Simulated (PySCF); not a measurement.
# AlSi2H9S2O2

AlSi2H9S2O2 is a molecule drawn as a unit of a network glass or zeolite (built as: Si Al Si, H ends, S bridges), neutral, singlet. The structure, one conformer, was relaxed in the gas phase by PBE0-D3(BJ)/def2-SVP. No frequency run checks that it is a minimum.

SMILES: [OH][Al-]([OH])([S][SiH3])[SH+][SiH3]

```xyz
16

O     1.830   -0.635    0.838
Al    0.278   -0.818    0.089
O    -0.157   -2.157   -0.876
S    -1.478    0.003    1.152
Si   -3.003   -1.032    0.053
S     0.842    1.084   -1.396
Si    2.141    2.048    0.113
H     2.062   -1.017    1.687
H     0.411   -2.654   -1.465
H    -2.997   -2.502    0.301
H    -4.304   -0.474    0.535
H    -2.905   -0.774   -1.416
H    -0.280    1.773   -1.083
H     1.511    2.021    1.454
H     3.470    1.410   -0.018
H     2.218    3.463   -0.362
```
(Å; atoms numbered from 1)

Shieldings: GIAO PBE0/pcSseg-1. Shifts are against computed references at the same level: H TMS (σ 31.27 ppm), Si TMS (σ 352.0 ppm). Core levels by delta-SCF with SCAN, pcX-2 on the ionised atom and pcseg-1 elsewhere, spin-free X2C (2p3/2 is the spin-free 2p value less a third of a first-order spin-orbit splitting); from the vacuum level, for chosen atoms.

(1) Give the NMR and core-level values of the distinct atoms.

(2) By CAM-B3LYP/def2-SVPD (TDDFT singlets, Tamm-Dancoff triplets, ionisation by delta-SCF), where does absorption start, and what does vertical ionisation take?

## Answers

(1) 
```json
{"atoms": "O1", "bonded to": "1 Al + 1 H", "σ (ppm)": "273.1", "δ (ppm)": "-", "core level (eV)": "1s 537.68"}
{"atoms": "Al2", "bonded to": "2 O + 2 S", "σ (ppm)": "464.6", "δ (ppm)": "-", "core level (eV)": "2p3/2 80.07"}
{"atoms": "O3", "bonded to": "1 Al + 1 H", "σ (ppm)": "289.1", "δ (ppm)": "-", "core level (eV)": "1s 537.46"}
{"atoms": "S4", "bonded to": "1 Al + 1 Si", "σ (ppm)": "832.9", "δ (ppm)": "-", "core level (eV)": "-"}
{"atoms": "Si5", "bonded to": "1 S + 3 H", "σ (ppm)": "405.7", "δ (ppm)": "-53.8", "core level (eV)": "-"}
{"atoms": "S6", "bonded to": "1 Al + 1 Si + 1 H", "σ (ppm)": "680.7", "δ (ppm)": "-", "core level (eV)": "2p3/2 170.44"}
{"atoms": "Si7", "bonded to": "1 S + 3 H", "σ (ppm)": "404.1", "δ (ppm)": "-52.1", "core level (eV)": "2p3/2 107.84"}
{"atoms": "H8", "bonded to": "1 O", "σ (ppm)": "30.03", "δ (ppm)": "1.24", "core level (eV)": "-"}
{"atoms": "H9", "bonded to": "1 O", "σ (ppm)": "29.80", "δ (ppm)": "1.47", "core level (eV)": "-"}
{"atoms": "H10 H11 H12", "bonded to": "1 Si", "σ (ppm)": "26.64", "δ (ppm)": "4.63", "core level (eV)": "-"}
{"atoms": "H13", "bonded to": "1 S", "σ (ppm)": "29.18", "δ (ppm)": "2.09", "core level (eV)": "-"}
{"atoms": "H14 H15 H16", "bonded to": "1 Si", "σ (ppm)": "26.46", "δ (ppm)": "4.81", "core level (eV)": "-"}
```

Values are those of this one static structure, with the three H of a rotating XH3 group averaged; atoms that internal rotation interchanges would show their mean in an NMR spectrum.

(2) The lowest singlet lies at 5.77 eV (f 0.044), the lowest triplet at 5.56 eV; vertical ionisation takes 8.96 eV.
